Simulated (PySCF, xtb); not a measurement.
Cl₂H₄OSi₂, SMILES [SiH3]O[SiH](Cl)Cl. Other conformers were not sampled.

Harmonic wavenumbers (cm⁻¹) from GFN2-xTB (xtb) at its own minimum, in rising order: 30, 45, 62, 144, 201, 247, 450, 543, 579, 600, 616, 627, 702, 754, 772, 809, 1097, 2278, 2290, 2306, 2371.

What does PBE-D3(BJ)/def2-SVP (PySCF) give at its own minimum? (Estimate from the structure and the level; the computed values follow.)

26, 37, 72, 173, 242, 310, 490, 577, 620, 696, 704, 784, 808, 912, 916, 943, 1055, 2177, 2189, 2202, 2258. Paired by order, the mean absolute difference is 77 cm⁻¹ and the zero-point energies are 25.0 and 26.0 kcal/mol.
